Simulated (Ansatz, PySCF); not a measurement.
TiI₃H, SMILES [I][TiH]([I])[I], multiplicity 1. Atoms are numbered in the order given.

```xyz
5

Ti     0.0000     0.0000     0.5622
I     -2.1553    -1.2443     0.0636
I      0.0000     2.4887     0.0636
I      2.1553    -1.2443     0.0636
H      0.0000     0.0000     2.2190
```
Charge 0, spin multiplicity 1.

Geometry: B3LYP-D3(BJ)/def2-SVP. The spin state was assumed, not searched. The structure was generated by enumeration; whether it is a known compound was not checked. The def2 effective core potentials stand for the cores of I; spin–orbit coupling is left out.

Two levels are set side by side: PBE-D3(BJ)/def2-SVP (Ansatz, a quantum-chemistry and plane-wave program) and B3LYP-D3(BJ)/def2-SVP (Ansatz). Each level has its own optimised geometry; the coordinates shown are those of the second. Frequencies come from the Hessian of PySCF at each geometry. Differences are taken from unrounded values.

```json
[
 {"quantity": "mean bond length (Å)", "B3LYP-D3(BJ)": "2.318", "PBE-D3(BJ)": "2.325", "PBE-D3(BJ) minus B3LYP-D3(BJ)": "0.007"},
 {"quantity": "bond Ti1–I2 (Å)", "B3LYP-D3(BJ)": "2.538", "PBE-D3(BJ)": "2.540", "PBE-D3(BJ) minus B3LYP-D3(BJ)": "0.002"},
 {"quantity": "bond Ti1–I3 (Å)", "B3LYP-D3(BJ)": "2.538", "PBE-D3(BJ)": "2.540", "PBE-D3(BJ) minus B3LYP-D3(BJ)": "0.002"},
 {"quantity": "bond Ti1–I4 (Å)", "B3LYP-D3(BJ)": "2.538", "PBE-D3(BJ)": "2.540", "PBE-D3(BJ) minus B3LYP-D3(BJ)": "0.002"},
 {"quantity": "bond Ti1–H5 (Å)", "B3LYP-D3(BJ)": "1.657", "PBE-D3(BJ)": "1.681", "PBE-D3(BJ) minus B3LYP-D3(BJ)": "0.024"},
 {"quantity": "highest harmonic wavenumber (cm⁻¹)", "B3LYP-D3(BJ)": "1800", "PBE-D3(BJ)": "1719", "PBE-D3(BJ) minus B3LYP-D3(BJ)": "-80"},
 {"quantity": "mean harmonic wavenumber (cm⁻¹)", "B3LYP-D3(BJ)": "418", "PBE-D3(BJ)": "399", "PBE-D3(BJ) minus B3LYP-D3(BJ)": "-19"},
 {"quantity": "zero-point energy (kcal/mol)", "B3LYP-D3(BJ)": "5.38", "PBE-D3(BJ)": "5.14", "PBE-D3(BJ) minus B3LYP-D3(BJ)": "-0.24"}
]
```

Exact exchange shortens and stiffens bonds; PBE has none. Differences between two approximate levels are no errors against the true value.
